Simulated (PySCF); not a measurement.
Compound: BCl₂GeH₃.
Numbering: `[Cl:1][B:2]([Cl:3])[GeH3:4]` (hydrogens: H5, H6, H7 on Ge4)

Computed, not measured: PBE0-D3(BJ)/def2-SVP geometry optimisation, gas phase (PySCF).

(1) What internal coordinates does the optimisation give?

## Answers

(1) 
```csv
bond,length (pm),order
"Cl1–B2, B2–Cl3",174.8,single
B2–Ge4,206.8,single
"Ge4–H5, Ge4–H6, Ge4–H7",154.0,single
```

Bonds in one row agree within 1 pm and their mean is given. Orders are formal, as drawn. A selection of angles:
```csv
angle,degrees
Cl1–B2–Cl3,118.4
Cl1–B2–Ge4,121.7
Cl3–B2–Ge4,119.8
B2–Ge4–H5,109.0
B2–Ge4–H7,111.9
H5–Ge4–H6,107.7
H5–Ge4–H7,108.7
```

The 4 heavy atoms lie in one plane (0.003 Å rms). Ge4 (germanium bonded to B and 3 H) is tetrahedral (angles from 107.7° to 111.9°). B2 (three-coordinate boron) is planar (angles 121.7°, 119.8° and 118.4°, sum 360.0°, 0.01 Å off the plane of its three neighbours).

Point group: near Cs, missed by 0.37 Å at most; the miss may be what the optimiser left on a soft mode. Whether it is a minimum is left open (no frequencies).

On Arm Neoverse V1, one thread, no GPU, shared host, this took 22 s of wall time and 0.41 GiB of memory at its peak. This is the geometry optimisation.
